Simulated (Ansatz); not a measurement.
Geometry optimisation, Ansatz, RKS PBE-D4/def2-SVP.

Input:

```yaml
crystal:
  periodic: [false, false, false]
  atoms:
    - { symbol: Si, position_ang: [-0.3929, 0.2942, -0.5255] }
    - { symbol: O, position_ang: [0.5454, 1.5506, 0.8133] }
    - { symbol: C, position_ang: [1.3291, 0.4601, -1.1843] }
    - { symbol: H, position_ang: [1.4551, 1.2722, -0.0624] }
    - { symbol: H, position_ang: [-1.4229, 1.1779, -1.0847] }
    - { symbol: Si, position_ang: [-1.1491, -1.4947, 0.717] }
    - { symbol: H, position_ang: [0.2085, 1.9896, 1.6083] }
    - { symbol: H, position_ang: [1.4781, 0.9924, -2.1136] }
    - { symbol: H, position_ang: [1.9645, -0.4165, -1.1551] }
    - { symbol: H, position_ang: [-2.2964, -1.183, 1.5817] }
    - { symbol: H, position_ang: [-0.1263, -2.0764, 1.5909] }
    - { symbol: H, position_ang: [-1.5932, -2.5664, -0.1856] }
basis:
  gaussian: { orbitals: def2-SVP }
hamiltonian:
  xc: pbe
  dispersion: d4
relax:
  f_tol: 0.15
  max_steps: 25
  restrain:
    - { distance: [3, 1], at: 0.97, k: 30.0 }
    - { distance: [0, 1], at: 3.07, k: 30.0 }
    - { distance: [3, 2], at: 2.37, k: 30.0 }
```

Run as:

```bash
$ ansatz run input.yaml --threads 2 --pin off --max-ram 3072MiB --backend cpu --events-out ev --progress --plain --runs-dir out
```

Question: Where does it end, and by what steps?

Answer: It converged. The restraints hold the end off the free minimum. After 12 steps the energy has fallen by 0.051 eV (the restraints' own energy left out); H4 moved furthest, 0.90 Å. Parted: Si1–O2. Joined: O2–H4.

```csv
step,energy less start (eV),largest force component (eV/Å),accepted
0,0.0000,2.302,yes
1,1.2467,3.387,yes
2,1.5571,3.145,yes
3,1.6015,1.819,yes
4,1.1755,1.634,yes
5,0.9596,2.237,yes
6,0.7292,2.651,yes
7,0.1879,1.317,yes
8,0.0553,1.399,yes
9,-0.0289,0.270,yes
10,-0.0353,0.295,yes
11,-0.0480,0.298,yes
12,-0.0510,0.221,yes
```

```xyz
12
Properties=species:S:1:pos:R:3
Si -0.473 0.081 -1.040
O 0.626 1.219 1.587
C 1.181 0.327 -1.505
H 1.107 1.070 0.746
H -1.514 1.023 -1.575
Si -1.060 -1.393 0.671
H 0.248 2.110 1.446
H 1.470 1.064 -2.274
H 1.993 -0.332 -1.144
H -2.007 -0.716 1.622
H 0.191 -1.850 1.360
H -1.761 -2.605 0.106
```

Whether the end is a true minimum wasn't checked by a vibrational analysis.

The run took 26 s on 2 threads of Arm Neoverse V1, with other jobs on the host, peak memory 0.14 GiB.
